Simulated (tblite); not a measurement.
A tight-binding relaxation on `NB1CC[C@@H](OC=O)C1`.

Computed with GFN2-xTB geometry optimisation, gas phase (tblite 0.8.0). Start geometry: from a force field or distance geometry. A driver script takes a list of jobs; this job's settings line and coordinates (Å) are shown.

Command:
```bash
OMP_NUM_THREADS=1 python probes_run.py task.json out
```

Input:
```
{"job": {"kind": "relax", "xc": "GFN2-xTB", "basis": "xTB"}, "charge": 0, "multiplicity": 1}
N     -2.537700     0.866900    -0.232100
B     -1.593600    -0.239600    -0.642100
C     -1.201300    -1.426300     0.370100
C      0.255700    -1.202300     0.649700
C      0.647300     0.107300     0.035600
O      2.028300     0.206000    -0.212000
C      2.812400     1.234800     0.334000
O      2.285300     2.111200     1.073500
C     -0.153800     0.073100    -1.247800
H     -2.183400     1.353500     0.622500
H     -2.725200     1.539900    -0.998200
H     -1.317500    -2.385800    -0.190900
H     -1.838500    -1.414100     1.286300
H      0.407300    -1.176800     1.750400
H      0.895900    -2.000600     0.195800
H      0.268200     0.914100     0.687900
H      3.886900     1.259700     0.121100
H      0.191800    -0.826800    -1.797000
H     -0.138100     1.015200    -1.814400
```

Q: Estimate the output.

A: 
```
step      E/eV     max force
  0    -763.21763    4.913
  1    -763.72236    5.100
  2    -763.96042    1.887
  3    -764.06916    1.005
  4    -764.20330    0.861
  5    -764.27663    0.908
  6    -764.36056    0.827
  7    -764.40618    0.786
  8    -764.46279    0.776
  9    -764.51973    0.843
... (98 lines left out)
108    -765.35046    0.016
109    -765.35049    0.013
110    -765.35052    0.012
111    -765.35056    0.015
112    -765.35061    0.016
113    -765.35064    0.013
114    -765.35067    0.011
115    -765.35070    0.013
116    -765.35072    0.012
117    -765.35073    0.009
```

«max force» is the largest atomic force in eV/Å.

Summary of the converged run: energy lowered by 49.2 kcal/mol over 117 steps; largest atomic force 0.009 eV/Å at the end.

Hardware: Arm Neoverse N1, one thread, shared host with 64 logical CPUs at a one-minute load of 63. Cost: 1.3 s.
Labels such as C1 count atoms from 1, the log's own numbers from 0.
